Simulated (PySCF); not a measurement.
**How exact exchange moves a shielding**

Molecule: `CC#CC[SiH3]`, C4H8Si.

Atom-mapped SMILES (the numbers label the heavy atoms): `[CH3:1][C:2]#[C:3][CH2:4][SiH3:5]`. Hydrogens are named by the atom that carries them.

GIAO shieldings (ppm, equivalent atoms averaged) in PySCF on the PBE0-D3(BJ)/def2-SVP geometry, basis pcSseg-2, gas phase, non-relativistic:

| functional | exact exchange (%) | σ(C2) | σ(C3) | σ(C1) | σ(C4) |
| --- | --- | --- | --- | --- | --- |
| BLYP | 0 | 95.4 | 95.8 | 170.3 | 172.7 |
| BP86 | 0 | 98.4 | 99.1 | 174.1 | 177.4 |
| PBE | 0 | 98.2 | 98.9 | 174.6 | 177.6 |
| B3LYP | 20 | 97.8 | 98.3 | 174.8 | 178.2 |
| mPW1PW91 | 25 | 100.7 | 101.4 | 178.7 | 183.0 |
| BHandHLYP | 50 | 101.6 | 102.1 | 180.4 | 184.9 |
| HF | 100 | 108.6 | 109.4 | 188.0 | 194.2 |

(1) Fit each shielding as a line in the percentage of exact exchange.

(2) What does the line predict for PBE0 (25 %), and what does the run give?

Answers

(1) σ(C2) = 97.0 + 0.11 x (rms 1.2 ppm); σ(C3) = 97.6 + 0.11 x (rms 1.3 ppm); σ(C1) = 173.1 + 0.15 x (rms 1.5 ppm); σ(C4) = 176.0 + 0.18 x (rms 1.8 ppm). The functionals also differ in their semilocal parts, which the line can't hold; Hartree–Fock has no correlation at all.

(2) σ(C2): 99.8 predicted, 101.1 computed; σ(C3): 100.3 predicted, 101.9 computed; σ(C1): 176.8 predicted, 179.5 computed; σ(C4): 180.5 predicted, 183.8 computed ppm.
